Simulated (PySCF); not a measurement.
Input file for PySCF: R-HF/3-21G on AsBFH3O (SMILES OB(F)[AsH2]), a point of a torsion scan.

```python
from pyscf import gto, scf, dft, mp
from pyscf.data.elements import chemcore

mol = gto.M(
    atom='''
    O    -1.43831838    0.14485150   -0.53822797
    B    -0.61713281   -0.45062616    0.32765574
    F    -1.20522803   -1.37849440    1.08697306
    As    1.36221065   -0.08199989    0.66987836
    H    -1.08960885    0.82462446   -1.11317809
    H     1.62515129    0.30278162   -0.76785959
    H     1.73792315   -1.49566823    0.34894015
    ''',
    basis='3-21g',
    charge=0, spin=0, verbose=3, max_memory=1800)
mf = scf.RHF(mol)
mf.conv_tol = 1e-8
mf.max_cycle = 100
mf.kernel()
if not mf.converged:
    mf = mf.newton().run(mf.mo_coeff, mf.mo_occ)
```

The log:

```
converged SCF energy = -2423.1630731574
```

The calculation finished and met its thresholds.

Cost: roughly 0.5 core-seconds.
